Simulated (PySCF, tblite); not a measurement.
Species: C7H11FSSi.
Structure used (GFN2-xTB), in Å, numbered top down from 1:
```xyz
21
C7H11FSSi angstrom
C      2.507    1.678    0.195
C      2.265    0.389    0.043
C      1.058   -0.308    0.580
C      0.182   -0.872   -0.561
C     -0.424    0.267   -1.394
Si    -1.983    0.794   -0.449
F     -3.255    0.912   -1.438
C     -2.065   -0.819    0.559
C     -0.938   -1.659    0.051
S     -0.919   -3.278    0.151
H      3.392    2.143   -0.204
H      1.833    2.321    0.738
H      2.955   -0.237   -0.508
H      0.465    0.384    1.181
H      1.374   -1.142    1.214
H      0.805   -1.529   -1.174
H     -0.699   -0.110   -2.381
H      0.316    1.050   -1.547
H     -1.973    2.039    0.297
H     -1.901   -0.638    1.624
H     -3.004   -1.367    0.491
```

The calculation used PBE0/pcSseg-1 in PySCF (dipole) on a GFN2-xTB geometry, gas phase.

Take the most abundant isotopes and a rigid rotor. The values belong to one conformer with, in the numbering `[CH2:1]=[CH:2][CH2:3][C@@H:4]1[CH2:5][Si@@H:6]([F:7])[CH2:8][C:9]1=[S:10]`, C1–C2–C3–C4 116°, C2–C3–C4–C5 -66°, C3–C4–C5–Si6 -84°, C4–C5–Si6–F7 -132°, C5–Si6–C8–C9 -3°, Si6–C8–C9–S10 -155°.

Task: Give the principal moments of inertia and the rotational constants in MHz.

Result: Ia = 509.50, Ib = 608.50, Ic = 1008.00 u·Å²; 505379 MHz·u·Å²/I gives A = 991.9, B = 830.5, C = 501.4 MHz.

Task: Classify the top.

Result: An asymmetric top. Ray's parameter κ = (2B − A − C)/(A − C) = 0.342; −1 is the prolate and +1 the oblate limit.

Task: Is it planar, by Δ = Ic − Ia − Ib?

Result: Not planar: Δ = Ic − Ia − Ib = -110.01 u·Å². For a rigid frame Δ = −2 Σ m c², so Σ m c² = 55.00 u·Å² lies off the ab plane: 18.25 from hydrogen and 36.76 from heavier atoms. The atom farthest from that plane is 2.00 Å away.

Task: List the rotational levels J(Ka,Kc) to J = 4 (K).

Result: Above 0(0,0), as E/k:
J = 1: 1(0,1) 0.064, 1(1,1) 0.072, 1(1,0) 0.087
J = 2: 2(0,2) 0.181, 2(1,2) 0.184, 2(1,1) 0.231, 2(2,1) 0.254, 2(2,0) 0.265
J = 3: 3(0,3) 0.346, 3(1,3) 0.347, 3(1,2) 0.436, 3(2,2) 0.446, 3(2,1) 0.484, 3(3,1) 0.530, 3(3,0) 0.535
J = 4: 4(0,4) 0.558, 4(1,4) 0.558, 4(1,3) 0.690, 4(2,3) 0.693, 4(2,2) 0.772, 4(3,2) 0.798, 4(3,1) 0.824, 4(4,1) 0.898, 4(4,0) 0.901
Those of J = 1 are B + C, A + C and A + B.

Task: Which lines would a microwave search look for?

Result: The dipole components are |μa| = 2.46 D, |μb| = 1.49 D, |μc| = 0.90 D. The squared components, which scale the intensities, stand as 1.00 : 0.37 : 0.13 (a : b : c). Some lines, for components of 0.1 D or more:

| type | branch | J(Ka,Kc) | MHz | lower level (cm⁻¹) |
| --- | --- | --- | --- | --- |
| a | Q | 4(3,1) ← 4(3,2) | 542 | 0.554 |
| b | Q | 3(2,1) ← 3(1,2) | 991 | 0.303 |
| b | Q | 4(3,1) ← 4(2,2) | 1084 | 0.536 |
| b | Q | 4(4,0) ← 4(3,1) | 1604 | 0.573 |
| a | Q | 4(2,2) ← 4(2,3) | 1642 | 0.482 |
| b | Q | 3(3,1) ← 3(2,2) | 1739 | 0.310 |
| c | R | 1(1,0) ← 0(0,0) | 1822 | 0.000 |
| b | Q | 3(1,2) ← 3(0,3) | 1873 | 0.241 |
| b | R | 2(0,2) ← 1(1,1) | 2288 | 0.050 |
| a | R | 2(0,2) ← 1(0,1) | 2450 | 0.044 |
| b | Q | 4(1,3) ← 4(0,4) | 2751 | 0.388 |
| a | R | 2(1,1) ← 1(1,0) | 2993 | 0.061 |
| a | R | 3(2,2) ← 2(2,1) | 3996 | 0.177 |
| b | R | 2(2,0) ← 1(1,1) | 4020 | 0.050 |
| b | R | 4(1,3) ← 3(2,2) | 5084 | 0.310 |
| a | R | 4(2,3) ← 3(2,2) | 5142 | 0.310 |
| a | R | 4(1,3) ← 3(1,2) | 5296 | 0.303 |
| c | R | 3(1,2) ← 2(0,2) | 5303 | 0.126 |
| b | R | 4(2,3) ← 3(1,2) | 5354 | 0.303 |
| c | R | 3(2,2) ← 2(1,2) | 5467 | 0.128 |
| c | R | 3(3,1) ← 2(2,1) | 5735 | 0.177 |
| a | R | 4(2,2) ← 3(2,1) | 6005 | 0.336 |
| a | R | 4(3,1) ← 3(3,0) | 6018 | 0.372 |
| c | R | 4(3,2) ← 3(2,2) | 7327 | 0.310 |
| b | R | 4(2,2) ← 3(1,3) | 8860 | 0.241 |

Task: Estimate the classical rotational partition function at 50 K, 100 K and 298.15 K.

Result: Point group C1, symmetry number σ = 1; q = (√π/σ)·√((kT/h)³/(ABC)), k/h = 20836.6 MHz/K: 92700 at 50 K, 262000 at 100 K, 1350000 at 298.15 K.

Its GFN2-xTB frequencies are all real (lowest 40 cm⁻¹). No vibrational averaging or centrifugal distortion is included, and the geometry carries the error of its method.
